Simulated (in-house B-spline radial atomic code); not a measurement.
The numbers below are computed, except where a source is named.
## Extrapolating the RPA correlation energy in partial waves: Ba IX (Ba8+)

All-electron RPA on Hartree-Fock orbitals from an all-electron radial atomic-structure program (B-spline basis), scalar-relativistic (spin-free one-electron X2C), finite nucleus, configuration [Kr] 4d10 5s2. With empty states up to angular momentum L the sums are:

```tsv
L	E_c(L) (hartree)
4	-3.094577
5	-3.366767
6	-3.502323
7	-3.575594
8	-3.615801
```

For large l each further wave adds A/(l + 1/2)⁴, because the basis must build the cusp where two electrons meet.

Problem. Estimate the limit from L = 7 and L = 8.

Solution. Wave 8 adds -0.040207, against a sum of (l + 1/2)⁻⁴ of 1.91569e-04, so A = -209.88. The sum over l > 8 is ζ(4, 9.5) = 4.5445e-04, close to 1/(3 × 9³) = 4.5725e-04. The tail is -0.095382 and the limit -3.71118 hartree.

Problem. How good is the estimate?

Solution. A run to L = 11 sums to -3.66452 and extrapolates to -3.69769 hartree, 2.44 millihartree from the run before, so it has not settled and is itself too deep. The estimate differs from that by -13.49 millihartree, while the bare sum at L = 8 misses 81.9 millihartree (2.2 %).
